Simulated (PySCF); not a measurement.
A structure optimised at PBE0-D3(BJ)/def2-SVP, used in a PySCF frequency run:

```xyz
11

C     -0.1723     2.4343     0.0000
C     -0.0331     0.9493     0.0000
C     -1.0632     0.0418     0.0000
S     -0.4464    -1.5609     0.0000
C      1.1537    -0.9060     0.0000
N      1.2182     0.3876     0.0000
H     -1.2268     2.7399     0.0000
H      0.3196     2.8657    -0.8853
H      0.3196     2.8657     0.8853
H     -2.1337     0.2388     0.0000
H      2.0249    -1.5655     0.0000
```
Charge 0, spin multiplicity 1.

Task: Write its SMILES, formula and point group.

Result: Cc1cscn1, C4H5NS, Cs

Task: What are its rotational constants (standard atomic weights)?

Result: 7.3329, 2.5267, 1.9015 GHz
